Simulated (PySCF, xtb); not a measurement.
Cd(OMe)(NH2) (CH5CdNO), SMILES [NH2][Cd][O]C. The values are those of a single conformer.

Harmonic wavenumbers (cm⁻¹) from GFN2-xTB (xtb 6.7.1) at its own minimum, in rising order: 44, 60, 140, 155, 180, 312, 386, 667, 690, 1057, 1139, 1140, 1411, 1480, 1482, 1482, 2829, 2847, 2900, 3266, 3318.

Problem. What does PBE-D3(BJ)/def2-SVP run with PySCF give at its own minimum? (Estimate from the structure and the level; the computed values follow.)

Solution. 79, 96, 120, 153, 227, 468, 564, 632, 802, 1087, 1128, 1146, 1414, 1417, 1430, 1486, 2860, 2910, 2958, 3385, 3482. Paired by order, the mean absolute difference is 58 cm⁻¹ and the zero-point energies are 38.6 and 39.8 kcal/mol.
